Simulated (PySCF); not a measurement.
ORD: `O=CC(F)=C=CF`, C₄H₂F₂O

Geometry:
| atom | x (Å) | y (Å) | z (Å) |
| --- | --- | --- | --- |
| O1 | -0.122 | 1.964 | -1.058 |
| C2 | -0.920 | 1.472 | -0.314 |
| C3 | -0.735 | 0.158 | 0.361 |
| F4 | -1.754 | -0.148 | 1.176 |
| C5 | 0.287 | -0.632 | 0.196 |
| C6 | 1.379 | -1.307 | 0.004 |
| F7 | 1.503 | -2.229 | -0.946 |
| H8 | -1.883 | 1.959 | -0.060 |
| H9 | 2.275 | -1.194 | 0.606 |

The calculation used TDDFT CAM-B3LYP/def2-TZVPD circular dichroism and optical rotation, one conformer, gas phase (PySCF 2.14.0). Geometry: PBE0-D3(BJ)/def2-TZVP.

No stereocentre is labelled: unless the shape is locked (an allene, a helicene, a hindered biaryl), the mirror image is equally populated and a measured rotation or CD is zero.

Q: Give the optical rotatory dispersion at 633, 589.3, 546, 436, 405, 365 nm.

A: [α] in deg dm⁻¹ (g/mL)⁻¹:
| λ (nm) | origin-invariant length gauge | modified velocity gauge | length gauge (centre of mass) | isotropic polarisability (au) |
| --- | --- | --- | --- | --- |
| 633 | -106.3 | -105.9 | -105.9 | 58.8 |
| 589.3 | -124.6 | -124.2 | -124.1 | 59.2 |
| 546 | -147.5 | -147.0 | -146.9 | 59.7 |
| 436 | -225.9 | -225.6 | -224.9 | 61.7 |
| 405 | -227.0 | -227.3 | -225.7 | 62.7 |
| 365 | +46.5 | +41.1 | +48.1 | 64.6 |

The shortest wavelength is close to the first absorption, where this undamped response comes out too large.

Q: And for the mirror image at 589.3 nm?

A: +124.6 deg dm⁻¹ (g/mL)⁻¹ (origin-invariant length gauge): the same size and the opposite sign.

Q: What is the molar rotation [Φ] = [α]·M/100 of the geometry above at 589.3 nm?

A: With M = 104.06 g/mol, -129.7 deg cm² dmol⁻¹ (origin-invariant length gauge).

The first excitation lies at 3.72 eV (333 nm) with R = +2.2 × 10⁻⁴⁰ esu² cm² (velocity form).
